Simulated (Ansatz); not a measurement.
`O[SiH](F)N[SiH2]F` + `CC[SiH2][SiH3]` → `CC[SiH2][SiH2]F` + `O[SiH](F)N[SiH3]`  (redistribution)

Program: Ansatz. Geometries: PBE0-D4/def2-TZVP. ΔE: electronic, gas phase. CCSD(T)/CBS is the MP2 limit (def2-TZVPP, def2-QZVPP) plus CCSD(T) − MP2 in def2-TZVPP, frozen cores. DFT in def2-TZVPP. Each species was taken in one conformer, which may not be the lowest.

Task: Is it downhill or uphill in electronic energy at CCSD(T)/CBS, and by how much? (An estimate is asked.)

Result: Ansatz gave: Uphill: ΔE = +34.0 kJ/mol.

Task: What do these levels give: PBE-D4, r2SCAN-D4, ωB97X-V, B2PLYP, PBE, r2SCAN, PBE0, HF/def2-TZVPP, MP2/def2-TZVPP, CCSD/def2-TZVPP, HF/def2-QZVPP, CCSD/CBS(def2)? (An estimate is asked.)

Result: Computed: PBE-D4 33.4, r2SCAN-D4 34.4, ωB97X-V 31.7, B2PLYP 31.5, PBE 32.2, r2SCAN 34.0, PBE0 33.2, HF/def2-TZVPP 28.5, MP2/def2-TZVPP 34.6, CCSD/def2-TZVPP 33.9, HF/def2-QZVPP 28.6, CCSD/CBS(def2) 33.1 kJ/mol.

Largest T1 diagnostic among the species: 0.012.

In def2-TZVPP, CCSD(T) changes the Hartree–Fock value by +6.3 kJ/mol (the triples alone add +0.9 kJ/mol) and MP2 by +6.0 kJ/mol.
